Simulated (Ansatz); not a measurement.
System: C3, net charge 0, singlet state. SMILES: [C][C][C]
Structure (B3LYP-D3(BJ)/def2-TZVP (Ansatz, a program for electronic structure) minimum search):
```
C
C 1 1.2873
C 1 1.2873 2 180.00
```

Computed values are from Ansatz. Valence correlation only, unless marked. Open shells are spin-unrestricted. Spin-orbit coupling is left out. No relativistic terms. CBS marks a two-point X^-3 extrapolation of the correlation energy; Hartree-Fock from the larger set.

The Hartree-Fock reference is unstable (checked in the largest basis), which strains HF and MP2. 

**Question.** What is the T1 diagnostic at CCSD/aug-cc-pVQZ?

**Answer.** 0.023.

**Question.** What is the atomisation energy De at CCSD(T)/CBS(aug-cc-pVTZ,aug-cc-pVQZ)?

**Answer.** 318.6 kcal/mol.

**Question.** What is the dipole moment at CCSD(T)/aug-cc-pVDZ?

**Answer.** 0.00 D.

**Question.** What is the total energy at CCSD(T)/CBS(aug-cc-pVTZ,aug-cc-pVQZ)?

**Answer.** -113.8760 Eh.
